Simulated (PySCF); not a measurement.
Computed shifts of a molecule C₃H₈OSi, B3LYP/pcSseg-1 run with PySCF, GIAO, gas phase, atoms alike by connectivity averaged where their shifts nearly agree, in ppm (number of nuclei): ²⁹Si: 4.8 (1). ¹³C: 28.7 (1), 27.1 (1), 19.4 (1). ¹H: 5.59 (1), 2.57 (1), 2.44 (1), 1.98 (1), 1.91 (1), 1.84 (1), 1.84 (1), 1.78 (1). References: ¹⁷O against H2O (σ = 333.8 ppm); ²⁹Si against TMS (σ = 338.7 ppm); ¹³C against TMS (σ = 181.3 ppm); ¹H against TMS (σ = 31.68 ppm), references at their B3LYP-D3(BJ)/def2-TZVP geometries, non-relativistic. Geometry optimised at PBE-D3(BJ)/def2-SVP. Other conformers were not sampled.

Q: Which molecule gave these data?
A. C=CC[SiH2]O
B. O[SiH]1CCC1
C. C=C[Si@@H](C)O
D. CC(=O)C[SiH3]

A: B, O[SiH]1CCC1
